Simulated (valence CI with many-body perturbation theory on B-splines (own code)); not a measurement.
# The 22-electron sequence from Ti to Sm40+

Level of theory: configuration interaction combined with many-body perturbation theory (CI+MBPT): four valence electrons over a frozen Dirac-Fock core [Ar], radial functions for each j: 9 s, 9 p, 10 d, 8 f, 5 g, 3 h, 1 i, with the one-electron correlation potential Σ1, the two-electron term Σ2, the three-electron term Σ3, Breit, model QED; selected CI, second order for the rest, scaled by the run's own slope (own B-spline code, finite nucleus). Basis and details of the method differ along the sequence, and some ions are missing.

Excitation energies in eV above the lowest level of each ion. Labels name the leading LS component, so a column can jump where levels mix; a blank means that no level of the computed list carries the label, and where several do, the lowest of them is shown. The ionisation energies from NIST are mostly theoretical or semi-empirical. By estimate, terms of the open shell hold to 2 to 4 % up to charges of about 25 and to about 1 % beyond; near the neutral end and where shells cross, configurations can be misplaced by 0.1 to 0.6 eV.

| Ion | Lowest level | IE (eV) | IE, NIST (eV) | 3d⁴ ⁵D_1 | 3d⁴ ⁵D_0 | 3d⁴ ⁵D_4 | 3d⁴ ³F_2 | 3d⁴ ³F_4 | 3d⁴ ³F_3 | 3d⁴ ³G_4 |
| --- | --- | --- | --- | --- | --- | --- | --- | --- | --- | --- |
| Ti | 3d²4s² ³F_2 | 6.8089 | 6.82812 |  |  |  |  |  |  |  |
| Mn3+ | 3d⁴ ⁵D_0 | 50.732 | 51.21 ± 0.12 | 0.01227 | 0 | 0.1089 | 2.817 | 2.835 | 2.824 | 3.126 |
| Ni6+ | 3d⁴ ⁵D_0 | 132.49 | 132 ± 2 | 0.03469 | 0 | 0.2950 | 4.216 | 4.247 | 4.218 | 4.719 |
| Ga9+ | 3d⁴ ⁵D_0 | 243.58 | 244 ± 2.5 | 0.08259 | 0 | 0.6354 | 5.573 | 5.637 | 5.542 | 6.329 |
| Se12+ | 3d⁴ ⁵D_0 | 382.9 | 383 ± 3 | 0.1815 | 0 | 1.206 | 7.009 | 7.183 | 6.900 | 8.085 |
| Rb15+ | 3d⁴ ⁵D_0 | 550.08 | 550 ± 3 | 0.3866 | 0 | 2.116 | 8.627 | 9.078 | 8.396 | 10.11 |
| Nb19+ | 3d⁴ ⁵D_0 | 816.15 | 816 ± 4 | 1.009 | 0 | 4.104 | 11.32 | 12.59 | 14.15 | 13.58 |
| Ru22+ | 3d⁴ ⁵D_0 | 1048.1 | 1048 ± 4 | 1.944 | 0 | 6.342 | 13.99 | 17.25 | 18.12 | 16.31 |
| Ag25+ | 3d⁴ ⁵D_0 | 1308 | 1308 ± 4 | 3.464 | 0 | 9.224 | 17.51 | 22.51 | 22.83 | 21.07 |
| Sn28+ | 3d⁴ ⁵D_0 | 1595.9 | 1596 ± 4 | 5.702 | 0 | 12.64 | 22.10 | 29.83 | 32.52 | 27.04 |
| I31+ | 3d⁴ ³P_0 | 1911.9 | 1911 ± 4 | 8.765 | 24.12 |  | 28.08 | 16.63 | 42.62 | 34.55 |
| Ba34+ | 3d⁴ ³P_0 | 2256 | 2256 ± 5 | 12.76 | 32.29 | 33.94 | 35.76 | 21.38 | 44.91 | 43.86 |
| Pr37+ | 3d⁴ ³P_0 | 2628.4 | 2628 ± 4 | 17.81 | 42.61 | 44.55 | 45.50 | 27.08 | 56.02 | 55.25 |
| Sm40+ | 3d⁴ ³P_0 | 3029.2 | 3028 ± 4 | 24.05 | 55.35 | 57.55 | 79.78 | 33.90 | 69.49 | 68.99 |

Does the computed ground configuration or its J change in this range?

Yes, from 3d²4s² ³F_2 in Ti to 3d⁴ ⁵D_0 in Mn3+.

Shares of the ionisation energy in eV, for some of the ions:

| Ion | Σ1 | Σ2 | Σ3 | Breit | QED |
| --- | --- | --- | --- | --- | --- |
| Ti | 0.147 | -0.175 | -0.0198 | -0.00147 | -0.000965 |
| Ni6+ | 1.88 | 4.21 | 0.000576 | 0.00269 | 0.00535 |
| Se12+ | 2.26 | 5.78 | 0.00726 | -0.0559 | 0.0137 |
| Nb19+ | 2.42 | 6.80 | 0.0233 | -0.269 | 0.0309 |
| Ag25+ | 2.49 | 7.41 | 0.0570 | -0.638 | 0.0554 |
| I31+ | 2.52 | 7.86 | 0.0977 | -1.18 | 0.0874 |
| Pr37+ | 2.54 | 8.21 | 0.132 | -1.91 | 0.127 |
